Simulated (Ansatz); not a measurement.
BH$_{6}$NSn, SMILES `N[BH][SnH3]`. The species carries charge 0 and has multiplicity 1. Sn: def2 effective core potential.

```xyz
9

N    -1.2135    1.0996    0.5900
B    -0.0422    0.4090    0.8449
Sn    0.8515   -0.9173   -0.7369
H    -1.6486    1.7046    1.2688
H    -1.7164    1.0530   -0.2808
H     0.4688    0.5418    1.9192
H     0.9925   -2.5476   -0.2354
H     2.4199   -0.4211   -1.2097
H    -0.1120   -0.9219   -2.1602
```

What are the harmonic wavenumbers in cm⁻¹ at PBE0-D4/def2-TZVP (Ansatz, finite differences of forces, unscaled)? (An estimate is asked.)

The calculation gave: 88, 179, 327, 383, 509, 564, 660, 690, 738, 739, 889, 916, 1140, 1354, 1646, 1897, 1921, 1924, 2611, 3591, 3684.

Is this a minimum?

Yes, all 21 modes are real.

Give the ideal-gas thermochemistry at 298.15 K and 1 bar (rigid rotor, harmonic oscillator; point group Cs, symmetry number 1).

Zero-point energy 158.2 kJ/mol; H(298) − E = 176.1 kJ/mol; entropy 322.0 J/(mol·K), of which translation 171.3, rotation 104.4, vibration 46.3; G(298) − E = 80.1 kJ/mol. Modes under 100 cm⁻¹ are hindered rotations or soft bends, so the harmonic entropy is rough.
